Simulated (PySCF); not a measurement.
CH2F, doublet, at a GFN2-xTB geometry; DF-R2SCAN/def2-SV(P) (PySCF).

The PySCF input:
```python
from pyscf import gto, scf, dft

mol = gto.M(
    atom='''
C     0.00052334    0.46021569    0.46078947
F    -0.00116407   -0.45465534   -0.50735425
H    -0.95081668    0.65452567    0.91257266
H     0.95815328    0.67607827    0.88887881
''',
    basis='def2-sv(p)',
    spin=1,
    verbose=4,
)

mf = dft.UKS(mol)
mf.xc = 'r2scan'
mf = mf.density_fit(auxbasis='def2-universal-jkfit')
mf.kernel()
```

It wrote (shortened):

```
PySCF version 2.14.0

[INPUT] verbose = 4
[INPUT] num. atoms = 4
[INPUT] num. electrons = 17
[INPUT] charge = 0
[INPUT] spin (= nelec alpha-beta = 2S) = 1
[INPUT] symmetry False subgroup None
[INPUT] Mole.unit = angstrom
[INPUT] Symbol           X                Y                Z      unit          X                Y                Z       unit  Magmom
[INPUT]  1 C      0.000523340000   0.460215690000   0.460789470000 AA    0.000988969270   0.869681612328   0.870765899383 Bohr   0.0
[INPUT]  2 F     -0.001164070000  -0.454655340000  -0.507354250000 AA   -0.002199773490  -0.859174073671  -0.958760580634 Bohr   0.0
[INPUT]  3 H     -0.950816680000   0.654525670000   0.912572660000 AA   -1.796783119868   1.236874257797   1.724512396166 Bohr   0.0
[INPUT]  4 H      0.958153280000   0.676078270000   0.888878810000 AA    1.810647284554   1.277602769070   1.679737508829 Bohr   0.0

nuclear repulsion = 32.3360434227443
number of shells = 16
number of NR pGTOs = 56
number of NR cGTOs = 32
basis = def2-sv(p)
ecp = {}

******** <class 'pyscf.df.df_jk.DFUKS'> ********
method = DFUKS
initial guess = minao
damping factor = 0
level_shift factor = 0
DIIS = <class 'pyscf.scf.diis.CDIIS'>
diis_start_cycle = 1
diis_space = 8
diis_damp = 0
SCF conv_tol = 1e-09
SCF conv_tol_grad = None
SCF max_cycles = 50
direct_scf = False
number electrons alpha = 9  beta = 8
XC library pyscf.dft.libxc version 7.1.2
    S. Lehtola, C. Steigemann, M. J. T. Oliveira, and M. A. L. Marques,  SoftwareX 7, 1–5 (2018)
XC functionals = r2scan
    J. W. Furness, A. D. Kaplan, J. Ning, J. P. Perdew, and J. Sun,  J. Phys. Chem. Lett. 11, 8208–8215 (2020)
    J. W. Furness, A. D. Kaplan, J. Ning, J. P. Perdew, and J. Sun,  J. Phys. Chem. Lett. 11, 9248–9248 (2020)
    J. W. Furness, A. D. Kaplan, J. Ning, J. P. Perdew, and J. Sun,  J. Phys. Chem. Lett. 11, 8208–8215 (2020)
    J. W. Furness, A. D. Kaplan, J. Ning, J. P. Perdew, and J. Sun,  J. Phys. Chem. Lett. 11, 9248–9248 (2020)
radial grids:
    Treutler-Ahlrichs [JCP 102, 346 (1995); DOI:10.1063/1.469408] (M4) radial grids

becke partition: Becke, JCP 88, 2547 (1988); DOI:10.1063/1.454033
pruning grids: <function nwchem_prune>
grids dens level: 3
symmetrized grids: False
atomic radii adjust function: <function treutler_atomic_radii_adjust>
small_rho_cutoff = 0
Set gradient conv threshold to 3.16228e-05
tot grids = 48000
init E= -138.934901124845

cycle= 1 E= -138.863865134735  delta_E= 0.071  |g|= 0.269  |ddm|= 1.33
cycle= 2 E= -138.824589037336  delta_E= 0.0393  |g|= 0.437  |ddm|= 0.428
cycle= 3 E= -138.887032180408  delta_E= -0.0624  |g|= 0.0445  |ddm|= 0.289
cycle= 4 E= -138.887838925629  delta_E= -0.000807  |g|= 0.0121  |ddm|= 0.0424
cycle= 5 E= -138.887923397819  delta_E= -8.45e-05  |g|= 0.00376  |ddm|= 0.0155
cycle= 6 E= -138.887931821227  delta_E= -8.42e-06  |g|= 0.000626  |ddm|= 0.00453
cycle= 7 E= -138.887932347757  delta_E= -5.27e-07  |g|= 9.63e-05  |ddm|= 0.00148
cycle= 8 E= -138.887932358167  delta_E= -1.04e-08  |g|= 2.81e-05  |ddm|= 0.000221
cycle= 9 E= -138.88793235862  delta_E= -4.53e-10  |g|= 5.33e-06  |ddm|= 3.93e-05
Extra cycle  E= -138.887932358634  delta_E= -1.42e-11  |g|= 3.42e-06  |ddm|= 1.25e-05
converged SCF energy = -138.887932358634  <S^2> = 0.75548437  2S+1 = 2.0054769
```
